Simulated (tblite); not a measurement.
Species: C₄H₁₁GeNO (charge +1 and doublet state).
Bonds: C1–C2, C2–N3, N3–C4, C4–O5 (double), C4–Ge6, Ge6–C7. Hydrogens: H8, H9, H10 on C1; H11, H12 on C2; H13 on N3; H14, H15 on Ge6; H16, H17, H18 on C7.
Bond orders are those of one Lewis drawing.

Computed with GFN2-xTB (tblite), gas phase: L-BFGS steps from a force-field or distance-geometry start until the largest atomic force falls under 0.01 eV/Å.

Step 9: E = -615.1100 eV
```
atom  x, y, z in Å  |  force x, y, z in eV/Å
C1     -2.7942    0.3423    0.2824   -0.038  -0.126  -0.015
C2     -2.1137   -0.9722   -0.1340    0.152   0.161  -0.168
N3     -0.8268   -0.6910   -0.8211   -0.049   0.066  -0.008
C4      0.0572   -0.0056   -0.1679    0.023   0.102   0.182
O5      0.0954    0.4409    0.9340    0.232   0.021   0.008
Ge6     1.8836    0.5972   -1.1912   -0.032   0.058   0.011
C7      3.3956    0.1407   -0.0428    0.017  -0.046  -0.038
H8     -3.0266    0.3360    1.3434   -0.006  -0.007  -0.038
H9     -2.1538    1.2067    0.0896   -0.029  -0.181   0.088
H10    -3.7126    0.5279   -0.2686   -0.021  -0.184  -0.027
H11    -2.7081   -1.5542   -0.8446    0.005   0.137   0.150
H12    -1.8705   -1.6037    0.7334   -0.176   0.208  -0.143
H13    -0.7063   -0.8971   -1.8043   -0.075  -0.094   0.018
H14     1.6960   -0.1591   -2.5043   -0.014   0.037   0.012
H15     1.6717    2.0924   -1.3365   -0.104  -0.162  -0.055
H16     3.3609   -0.8584    0.3882   -0.082  -0.027  -0.061
H17     4.2651    0.1964   -0.7008    0.141   0.051   0.174
H18     3.4785    0.8673    0.7686    0.054  -0.016  -0.089
```

Step 10: E = -615.1233 eV
```
atom  x, y, z in Å  |  force x, y, z in eV/Å
C1     -2.8019    0.3428    0.2830    0.026  -0.152  -0.038
C2     -2.1090   -0.9668   -0.1398    0.052   0.131  -0.050
N3     -0.8162   -0.6912   -0.8206   -0.151   0.116   0.114
C4      0.0695   -0.0030   -0.1686   -0.098   0.000   0.096
O5      0.1126    0.4429    0.9330    0.196   0.026   0.042
Ge6     1.8808    0.5976   -1.1908    0.126   0.046  -0.045
C7      3.4031    0.1396   -0.0425   -0.085  -0.014  -0.086
H8     -3.0328    0.3322    1.3464    0.004  -0.019  -0.112
H9     -2.1623    1.2084    0.0947   -0.040  -0.156   0.075
H10    -3.7225    0.5250   -0.2683    0.035  -0.186  -0.002
H11    -2.7054   -1.5535   -0.8464    0.049   0.178   0.125
H12    -1.8808   -1.5973    0.7329   -0.109   0.205  -0.166
H13    -0.7089   -0.9020   -1.8038   -0.010  -0.064   0.005
H14     1.6889   -0.1600   -2.5091   -0.004   0.061   0.068
H15     1.6574    2.0924   -1.3428   -0.088  -0.179  -0.040
H16     3.3573   -0.8598    0.3856   -0.071  -0.042  -0.053
H17     4.2794    0.1951   -0.6894    0.123   0.045   0.129
H18     3.4819    0.8639    0.7700    0.044   0.004  -0.062
```

Q: Estimate the geometry and energy of step 11. (The exact step hangs on the optimiser's Hessian estimate; all steps are aligned on step 10, rigid shifts and turns removed.)

A: E = -615.1368 eV, largest force 0.309 eV/Å
```
atom  x, y, z in Å  |  force x, y, z in eV/Å
C1     -2.8095    0.3407    0.2827    0.056  -0.105  -0.042
C2     -2.1033   -0.9587   -0.1465   -0.081   0.067   0.071
N3     -0.8079   -0.6893   -0.8191   -0.190   0.167   0.178
C4      0.0797   -0.0008   -0.1674   -0.136  -0.067   0.004
O5      0.1345    0.4458    0.9331    0.134   0.013   0.063
Ge6     1.8811    0.5990   -1.1920    0.230   0.001  -0.090
C7      3.4096    0.1382   -0.0436   -0.125   0.015  -0.104
H8     -3.0393    0.3276    1.3471    0.002  -0.046  -0.138
H9     -2.1722    1.2073    0.1016   -0.027  -0.082   0.044
H10    -3.7318    0.5183   -0.2678    0.062  -0.173   0.001
H11    -2.7014   -1.5492   -0.8460    0.049   0.170   0.036
H12    -1.8936   -1.5868    0.7293   -0.009   0.140  -0.109
H13    -0.7118   -0.9079   -1.8019    0.053  -0.024   0.018
H14     1.6814   -0.1596   -2.5126    0.009   0.071   0.100
H15     1.6407    2.0888   -1.3501   -0.071  -0.149  -0.028
H16     3.3523   -0.8618    0.3817   -0.060  -0.043  -0.052
H17     4.2965    0.1945   -0.6750    0.088   0.028   0.078
H18     3.4863    0.8603    0.7702    0.018   0.017  -0.031
```

The energy changes by -0.0135 eV. The first-order estimate −F·Δx gives -0.0187 eV and the mean of the old and new forces, exact on a quadratic surface, -0.0135 eV. The step makes an angle of 59° with the force vector and moves no atom by more than 0.022 Å.

What follows is the cost of the whole relaxation. The run took 0.83 s wall on one thread, Arm Neoverse V2 (aarch64), no GPU, shared host.
